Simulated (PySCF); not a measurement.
Working with the constants of SiSn

UHF-CCSD(T) constants of SiSn, ³Σ⁻ (triplet), unpaired electrons π ↑↑ (PySCF, scalar-relativistic core potentials, basis sets Si def2-SVPD, Sn def2-SVPD with ECP28; masses 27.9769 and 119.9022 u):

| Item | Value |
| --- | --- |
| ωe | 339.3 cm⁻¹ |
| ωexe | 1.01 cm⁻¹ |
| Be | 0.11452 cm⁻¹ |
| αe | 0.000474 cm⁻¹ |
| D (centrifugal) | 5.22e-08 cm⁻¹ |
| De to Si + Sn | 2.29 eV |

Give the vibrational terms G(v) and spacings up to v = 6.

G(v) = ωe(v+½) − ωexe(v+½)².

```csv
v,G(v) (cm⁻¹),G(v) − G(v−1),Bv (cm⁻¹)
0,169.4,,0.1143
1,506.7,337.3,0.1138
2,841.9,335.3,0.1133
3,1175.2,333.2,0.1129
4,1506.4,331.2,0.1124
5,1835.6,329.2,0.1119
6,2162.8,327.2,0.1114
```

How well does the Morse estimate ωe²/(4ωexe) reproduce De, and what is D0?

It gives 3.53 eV, 154 % of the computed De. D0 = De − G(0) = 2.29 − 0.02 = 2.27 eV.

Correlated steps freeze 9 core orbitals. Correlated levels converge slowly with the basis: in double zeta they bind strong bonds too weakly, by up to about 1 eV, and carry superposition errors of some tenths. These are scalar-relativistic numbers at best; spin–orbit coupling would shift them, the dissociation energy most. The state is the lowest determinant that a PBE0 search found; another state may lie lower at other levels.
